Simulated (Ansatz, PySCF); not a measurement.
FIPb, singlet, at a GFN2-xTB geometry (such geometries of metal compounds can be far from the true shape) (core potentials on I, Pb), with bond 3-1 at 1.8 times its length. Base run: PySCF with CASSCF(4,6)/def2-SVP.

The PySCF input:
```python
from pyscf import gto, scf, mcscf
import numpy

mol = gto.Mole()
mol.atom = '''
    Pb    0.522930   -0.431200    0.708314
    F     1.725564   -1.492635   -0.641581
    I    -2.402090    2.002051   -2.343133
'''
mol.basis = 'def2-svp'
mol.ecp = {'I': 'def2-svp', 'Pb': 'def2-svp'}
mol.charge = 0
mol.spin = 0
mol.verbose = 4
mol.build()

mf = scf.RHF(mol)
mf.kernel()
mc = mcscf.CASSCF(mf, 6, 4)
mc.fix_spin_(ss=0.0)
mc.kernel()
occ = numpy.linalg.eigvalsh(mc.fcisolver.make_rdm1(mc.ci, mc.ncas, mc.nelecas))[::-1]
ss = mc.fcisolver.spin_square(mc.ci, mc.ncas, mc.nelecas)[0]
print('natural occupations', occ.round(4), ' <S^2>', round(ss, 4))
```

Programs used: Ansatz (a first-principles code), PySCF; a row that names a program was run with it.

Each row names what was changed in the base input (with any setting that the change needs).

```tsv
change	ΔE vs base (mEh)	natural occupations	<S^2> of the state
base	0.000	1.98 1.52 0.48 0.01 0.01 0.00	0.00
orbitals = fixed (CASCI)	31.643	2.00 1.73 0.27 0.00 0.00 0.00	0.00
conv_tol = 1e-5	0.086	1.98 1.52 0.48 0.01 0.01 0.00	0.00
solver = newton	-3.136	1.96 1.48 0.52 0.02 0.01 0.01	0.00
active space = 4 electrons, 3 orbitals	16.708	2.00 1.48 0.52	0.00
active space = 2 electrons, 2 orbitals	37.853	1.97 0.03	0.00
active space = 4 electrons, 5 orbitals	3.660	1.99 1.50 0.50 0.01 0.01	0.00
orbitals = fixed (CASCI); correction = SC-NEVPT2	-379.2	2.00 1.73 0.27 0.00 0.00 0.00	0.00
correction = SC-NEVPT2	-379.9	1.98 1.52 0.48 0.01 0.01 0.00	0.00
code = ansatz	-20.260	-	-
code = ansatz; correction = SC-NEVPT2, all electrons	-383.0	-	-
```

Active orbitals are taken around the Fermi level unless the row says otherwise; CASSCF can end in different local minima, and two programs can end on different orbitals. State-averaged rows give the lowest state.

Ansatz warned in this series: other orbitals give a lower active-space energy.
